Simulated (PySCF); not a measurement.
Compound: C6H12FGeN.
Numbering: `[CH2:1]=[CH:2][CH2:3][NH:4][Ge@H:5]([F:6])[CH:7]1[CH2:8][CH2:9]1` (hydrogens: H10, H11 on C1; H12 on C2; H13, H14 on C3; H15 on N4; H16 on Ge5; H17 on C7; H18, H19 on C8; H20, H21 on C9)

Torsions of this conformer, `[CH2:1]=[CH:2][CH2:3][NH:4][Ge@H:5]([F:6])[CH:7]1[CH2:8][CH2:9]1`: C1–C2–C3–N4 -124°, C2–C3–N4–Ge5 -147°, C3–N4–Ge5–F6 -74°, N4–Ge5–C7–C8 151°.

The closed-shell ground state was solved at several levels (PySCF, density fitting, gas phase). Geometry: PBE0-D3(BJ)/def2-SVP, one conformer, isolated molecule. The calculation is non-relativistic and has no spin–orbit coupling, an omission that weighs most on germanium.

```json
{"level": "PBE0/def2-SVPD", "basis functions": "297", "HOMO (eV)": "-7.08", "LUMO (eV)": "-0.03", "gap (eV)": "7.05", "dipole (D)": "2.18"}
{"level": "wB97X-D/pcSseg-1", "basis functions": "237", "HOMO (eV)": "-8.92", "LUMO (eV)": "1.91", "gap (eV)": "10.83", "dipole (D)": "2.09"}
```

(1) What might PBE0/pcSseg-1 (237 basis functions) give for the same quantities?

(2) Over all these levels, which gives the widest orbital gap and which the narrowest?

(3) How far do the dipole and the HOMO energy spread over the levels?

Answers

(1) HOMO -7.02 eV, LUMO 0.09 eV, gap 7.11 eV, dipole 2.08 D.

(2) wB97X-D/pcSseg-1 (range-separated hybrid) has the widest, 10.83 eV, and PBE0/def2-SVPD (global hybrid, 25 % exact exchange) the narrowest, 7.05 eV. Functional and basis both differ between the two, so the spread mixes both effects.

(3) The dipole runs from 2.08 to 2.18 D (mean 2.12 D) and the HOMO from -8.92 to -7.02 eV.
